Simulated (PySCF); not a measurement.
## Polarisability and C₆ of N+ (nitrogen, charge +1)

[He] 2s2 2p2, high-spin 3P determinant. All numbers are calculated (PySCF 2.14, scalar relativity by spin-free X2C-1e, in dyall-av3z (15s9p3d2f, 71 functions)). Coupled (time-dependent) response in atomic units; α is the mean over directions.

```csv
method,mean α (bohr³),"α xx, yy, zz",C₆ (like pair),S(−4)
UHF,3.919,"3.986, 3.886, 3.886",8.195,13.37
PBE,3.907,"3.915, 3.903, 3.903",8.455,10.37
PBE0,3.858,"3.885, 3.845, 3.845",8.275,10.44
revPBE,3.913,"3.917, 3.912, 3.912",8.486,10.38
TPSSh,3.904,"3.924, 3.895, 3.895",8.480,10.60
```

S(−4) is the Cauchy moment in α(ω) = α(0) + S(−4) ω² + …

α(iu) at TPSSh:

| u (hartree) | α(iu) (bohr³) |
| --- | --- |
| 0 | 3.904 |
| 0.0500 | 3.878 |
| 0.100 | 3.803 |
| 0.200 | 3.544 |
| 0.300 | 3.212 |
| 0.500 | 2.549 |
| 0.750 | 1.901 |
| 1.00 | 1.449 |
| 1.50 | 0.9056 |
| 2.00 | 0.6134 |
| 3.00 | 0.3316 |
| 5.00 | 0.1416 |

A single London oscillator, α(iu) = α/(1 + u²/ω²), gives C₆ = (3/4) ω α². Matching the computed C₆ needs ω = 4 × 8.480 / (3 × 3.904²) = 0.742 hartree.

For an ion, C₆ is the dispersion term alone; charge-induced terms of lower order in 1/R come first.

The components differ because the open shell of this determinant is not spherical; for a pure term their mean is the scalar polarisability.
